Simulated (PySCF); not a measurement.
From one molecule to another.

First species: C₅H₇FSi.
Bonds: F1–C2, C2–C3, C3–C4 (double), C4–Si5, Si5–C6, C6–C7 (double), C3–C7. Hydrogens: H8, H9 on C2; H10 on C4; H11, H12 on Si5; H13 on C6; H14 on C7.

Second species: C5H7FSi.
Cartesian coordinates in Å at the GFN2-xTB level; atoms count from 1:
```
atom  x, y, z in Å
C1    -1.6059    0.7310    1.4124
Si2   -0.8262    0.0230   -0.1574
F3    -2.0447   -0.2681   -1.1968
C4     0.5785    0.9876   -0.9714
C5     1.6688    0.2141   -1.0112
C6     1.5296   -1.1358   -0.4718
C7     0.3259   -1.4644    0.0096
H8    -2.3132    0.0263    1.8383
H9    -2.1459    1.6460    1.1906
H10   -0.8590    0.9549    2.1659
H11    0.5743    1.9970   -1.3450
H12    2.6189    0.5249   -1.4219
H13    2.3800   -1.8026   -0.4909
H14    0.1182   -2.4344    0.4274
```

Levels: wB97X-D/def2-SVPD for dipole moment, HOMO energy, LUMO energy, HOMO–LUMO gap, static isotropic polarisability and electronic spatial extent ⟨r²⟩ about the centre of nuclear charge; TDDFT wB97X-D/def2-SVPD for lowest singlet excitation; TDA wB97X-D/def2-SVPD for lowest triplet excitation (Tamm–Dancoff); GFN2-xTB for rotational constant A and rotational constant C. Geometries: GFN2-xTB. Each species is one conformer at its optimised geometry, gas phase, non-relativistic unless stated. Electronic properties by PySCF.

Dipoles, sizes and rotational constants follow the conformer. The torsions of the flexible species, by atom-mapped SMILES:
- `[F:1][CH2:2][C:3]1=[CH:4][SiH2:5][CH:6]=[CH:7]1`: F1–C2–C3–C4 0°

Values for the first species:

| Quantity | Value |
| --- | --- |
| Dipole moment | 1.77 D |
| HOMO energy | -8.61 eV |
| LUMO energy | 0.24 eV |
| HOMO–LUMO gap | 8.85 eV |
| Lowest singlet excitation | 4.49 eV |
| Lowest triplet excitation (Tamm–Dancoff) | 2.81 eV |
| Static isotropic polarisability | 82.0 au |
| Electronic spatial extent ⟨r²⟩ about the centre of nuclear charge | 1017 bohr² |
| Rotational constant A | 5.050 GHz |
| Rotational constant C | 1.100 GHz |

Task: Estimate the same properties for the second species, and the change in each.

Result: 
```
                                                         property       first     second  second less first
                                                    dipole moment      1.77 D     2.02 D            +0.25 D
                                                      HOMO energy    -8.61 eV   -8.64 eV           -0.03 eV
                                                      LUMO energy     0.24 eV   -0.07 eV           -0.31 eV
                                                    HOMO–LUMO gap     8.85 eV    8.57 eV           -0.28 eV
                                        lowest singlet excitation     4.49 eV    4.13 eV           -0.36 eV
                         lowest triplet excitation (Tamm–Dancoff)     2.81 eV    2.53 eV           -0.28 eV
                                  static isotropic polarisability     82.0 au    77.5 au            -4.5 au
electronic spatial extent ⟨r²⟩ about the centre of nuclear charge  1017 bohr²  858 bohr²         -159 bohr²
                                            rotational constant A   5.050 GHz  3.580 GHz         -1.470 GHz
                                            rotational constant C   1.100 GHz  1.693 GHz         +0.593 GHz
```

On the first: The dipole matches unit charges of opposite sign 0.37 Å apart (1 e·Å = 4.8032 D). The principal polarisabilities are 60.3, 82.0 and 103.6 au; their mean is the isotropic value.

On the second: No computed singlet falls in the visible range (750 to 380 nm, 1.65 to 3.26 eV); S1 lies 0.87 eV above its blue end.
